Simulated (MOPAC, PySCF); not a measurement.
C9H7BFN, SMILES `Bc1cc2ccccc2nc1F`, neutral singlet in the gas phase. 

Cartesian coordinates (Å):
SMILES: c1cc2c(nc(F)c(c2)B)cc1
```xyz
19

B     -3.5508     0.2048    -0.2634
C     -2.0660    -0.1085    -0.0045
C     -1.0576     0.7117    -0.5048
C      0.3097     0.4307    -0.2709
C      1.3695     1.2400    -0.7621
C      2.6805     0.9067    -0.4958
C      2.9779    -0.2479     0.2711
C      1.9699    -1.0544     0.7623
C      0.6130    -0.7371     0.5048
N     -0.3677    -1.5465     0.9989
C     -1.5972    -1.2376     0.7518
F     -2.5205    -2.0574     1.2546
H     -4.4332    -0.4921     0.1612
H     -3.8211     1.1845    -0.9146
H     -1.3288     1.5936    -1.0920
H      1.1263     2.1275    -1.3520
H      3.4944     1.5291    -0.8736
H      4.0212    -0.5008     0.4749
H      2.1804    -1.9464     1.3541
```
Charge 0, multiplicity 1.

All levels are single points at this geometry (B3LYP-D3(BJ)/def2-SVP); Pople sets use spherical d functions. Orbital energies aren't observables, and empty levels follow the basis.

```csv
level,HOMO (eV),LUMO (eV),gap (eV),dipole (D),"vertical IE, Delta-SCF (eV)"
B3LYP-D3(BJ)/def2-TZVP in PySCF,-7.01,-2.81,4.20,3.96,8.80
B3LYP/3-21G in PySCF,-6.82,-2.54,4.28,4.00,–
B3LYP/6-311+G** in PySCF,-7.06,-2.86,4.21,4.17,–
M06-2X/6-31G* in PySCF,-8.00,-1.58,6.41,3.75,–
SVWN5/6-31G* in PySCF,-6.20,-3.37,2.82,3.82,–
AM1 in MOPAC,-9.42,-1.02,8.40,3.48,–
```
